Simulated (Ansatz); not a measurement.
Basis-set extrapolation for `[SiH3]S[SiH2]S` (PBE0-D4/def2-TZVP geometry, frozen core, Ansatz). Multiplicity 1, RHF reference.

```
                       def2-TZVPP    def2-QZVPP
                 HF  -1376.549284  -1376.589895
    MP2 correlation     -0.608563     -0.660036
CCSD(T) correlation     -0.705679       not run
```

Energies in hartree. Use E(X) = E(∞) + A·exp(−7.88·√X) for Hartree–Fock and E(X) = E(∞) + B·X^(−2.97) for correlation, with X = 3 and 4, and add CCSD(T) minus MP2 of the smaller set to the MP2 limit.

Question: What is the CCSD(T) energy at the basis-set limit?

Answer: HF limit: -1376.589895 + (-0.040611) × 0.13774 = -1376.59549. MP2 limit: -0.660036 + (-0.051473) × 0.74074 = -0.69816. Higher-order term: -0.705679 − (-0.608563) = -0.09712. Total: -1377.39077 hartree, 356.6 kJ/mol below CCSD(T)/def2-TZVPP.
